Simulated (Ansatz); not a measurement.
A run for Ansatz (an electronic-structure program): U-CCSD(T)/cc-pVTZ on N (SMILES [N]).

Ansatz 0.2 input:
```yaml
crystal:
  periodic: [false, false, false]
  atoms:
    - {symbol: N, position_ang: [0.00000000, 0.00000000, 0.00000000]}
basis:
  gaussian:
    orbitals: cc-pVTZ
magnetization: {spin_polarized: true, initial_magnetization: 3}
correlation: {method: ccsd_t, electrons: outside_noble_gas}
scf: {omitted_lower_state_checks: [cluster_reference]}
```

Q: What total energy does the run end on?

A: -54.5147 hartree (reference determinant -54.4007, T1 diagnostic 0.005).
